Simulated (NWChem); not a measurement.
System: LaBrCl2; SMILES [La]([Br])([Cl])[Cl]

```xyz
4

La    -0.1406     0.4179     0.0000
Cl     0.1695     1.7085     2.2366
Cl     0.1695     1.7085    -2.2366
Br     0.0642    -2.3403     0.0000
```
Atoms are numbered in this order, from 1.

Computed with NWChem. The geometry was optimised at PBE0/def2-SVP. def2 effective core potentials on La; no spin-orbit coupling. Vertical excitations in the gas phase; the lowest state need not have the same character in each row.

| level | lowest excitation, singlet (eV) | oscillator strength of that lowest state | orbital gap (eV) |
|---|---|---|---|
| PBE/def2-SVP, TDA | … | 0.003 | … |
| B3LYP/def2-SVP, TDA | 3.93 | 0.003 | 4.83 |
| BHandHLYP/def2-SVP, TDA | 4.77 | 0.005 | 7.02 |

Question: Some entries are withheld; supply them.

Answer: 
- PBE/def2-SVP, TDA, lowest excitation, singlet (eV): 3.50
- PBE/def2-SVP, TDA, orbital gap (eV): 3.50
